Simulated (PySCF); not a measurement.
# Computed properties of C4H10Si2, SMILES C#C[SiH2][SiH2]CC

C4H10Si2, SMILES C#C[SiH2][SiH2]CC. The structure is a stationary point at B3LYP-D3(BJ)/def2-SVP. The structure was generated by enumeration, and PubChem lists no compound with its InChIKey, so it may never have been made. Other conformers were not sampled. All values are computed for the isolated molecule unless a solvent is named; none is compared with measurement here.

**Structure.** All 42 harmonic modes at B3LYP-D3(BJ)/def2-SVP (PySCF) are real, so it is a minimum. With heavy atoms numbered as in [CH:1]#[C:2][SiH2:3][SiH2:4][CH2:5][CH3:6], the shortest bond between them is C1–C2 at 1.218 Å and the longest Si3–Si4 at 2.355 Å.

**Vibrations.** The strongest infrared lines (harmonic, unscaled, degenerate partners summed) lie at 784 cm⁻¹ (359 km/mol, H 87 %, Si 9 %), 2211 cm⁻¹ (132 km/mol, H 97 %), 2216 cm⁻¹ (129 km/mol, H 96 %). The softest mode is at 33 cm⁻¹ and the zero-point energy is 74.5 kcal/mol.

**Electronic structure.** M06-2X/def2-TZVP (PySCF) places the frontier levels at -8.64 and 0.57 eV, a gap of 9.21 eV, and gives a dipole moment of 1.06 D and a mean polarisability of 101.0 bohr³. PBE/def2-TZVP (PySCF) at the same geometry gives -6.50 and -1.17 eV, so its gap is 3.88 eV narrower. An orbital gap is neither the optical nor the fundamental gap.

**Excitations.** TDA-ωB97X/def2-SVPD (PySCF) has S1 at 5.96 eV (208 nm, f = 0.002, dark); the most intense of the 6 singlets computed lies at 7.81 eV (f = 0.34). T1 (TDA) is at 4.96 eV, 1.00 eV under S1. TDA-PBE/def2-SVPD (PySCF) puts S1 at 5.51 eV. No vertical singlet excitation falls in the visible range (under 3.1 eV).

**NMR.** GIAO shifts at KT2/pcSseg-1 (PySCF) (non-relativistic, atoms alike by connectivity averaged): ¹³C from 6.3 to 99.5 ppm against TMS; ¹H from 1.4 to 4.7 ppm against TMS; ²⁹Si from -97.7 to -65.7 ppm against TMS.

**Solvation.** SMD-ωB97X/def2-SVP (PySCF) gives 3.0 kcal/mol in water, -3.1 kcal/mol in dichloromethane, -2.7 kcal/mol in chloroform (1 M in both phases, gas-phase geometry).
